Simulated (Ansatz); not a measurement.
Ansatz (a first-principles code) input (RPA@PBE/cc-pVQZ):

Ansatz 0.2 input:
```yaml
crystal:
  periodic: [false, false, false]
  atoms:
    - {symbol: C, position_ang: [-2.67209312, -0.62425138, -0.35154875]}
    - {symbol: C, position_ang: [-1.45613813, 0.05459379, 0.27227649]}
    - {symbol: C, position_ang: [-0.18697092, -0.15340598, -0.55158460]}
    - {symbol: C, position_ang: [1.05179778, 0.51320877, 0.05915452]}
    - {symbol: C, position_ang: [2.25579131, 0.37315127, -0.79546095]}
    - {symbol: O, position_ang: [1.25394354, -0.09781658, 1.34215466]}
    - {symbol: H, position_ang: [-2.51958755, -1.70309509, -0.43384093]}
    - {symbol: H, position_ang: [-3.56953010, -0.46101952, 0.24806397]}
    - {symbol: H, position_ang: [-2.86856991, -0.24140437, -1.35629713]}
    - {symbol: H, position_ang: [-1.29158716, -0.32639311, 1.28134334]}
    - {symbol: H, position_ang: [-1.64531925, 1.12856804, 0.37275820]}
    - {symbol: H, position_ang: [-0.32940499, 0.24580255, -1.55999327]}
    - {symbol: H, position_ang: [0.02248249, -1.22205192, -0.65742579]}
    - {symbol: H, position_ang: [0.82505537, 1.58108977, 0.19561170]}
    - {symbol: H, position_ang: [2.51443957, 1.12859476, -1.52456288]}
    - {symbol: H, position_ang: [2.79440729, -0.56579235, -0.80240885]}
    - {symbol: H, position_ang: [2.08174420, 0.23845490, 1.70249391]}
basis:
  gaussian:
    orbitals: cc-pVQZ
hamiltonian:
  xc: pbe
magnetization: {spin_polarized: true, initial_magnetization: 1}
correlation: {method: rpa, electrons: outside_noble_gas}
```

Output:

```
Functional definition: PBE
integrals: 8.04 GiB planned
3828 factors; integrals over basis functions are off by at most 1.1e-3 eV
0.83 GiB of the device are held for the grids
10.20 GiB of device memory are held for the factors and their scratch space
mean field: 10.89 GiB planned
mean field evaluation 1: about -7383.1221 eV, gradient 6.7e1 eV
mean field evaluation 2: about -7383.1176 eV, gradient 6.7e1 eV
mean field evaluation 4: about -7402.0106 eV, gradient 1.8e1 eV
mean field evaluation 8: about -7403.4314 eV, gradient 2.3e-1 eV
mean field evaluation 16: about -7403.4320 eV, gradient 6.4e-4 eV
mean field -7403.43197729 eV, -272.0711069388 hartree, gradient 6.3e-6 eV, S^2 0.753610; 0 other end points of the search recorded, 0 dependent functions left out
6 core orbitals not correlated
reference -7363.69114910 eV, -270.6106584403 hartree; 19, 18 occupied and 635, 636 virtual orbitals, 3828 factors
Total energy: -7416.59921126 eV, -272.5549938624 hartree
```

It need not be the lowest isomer of its formula.
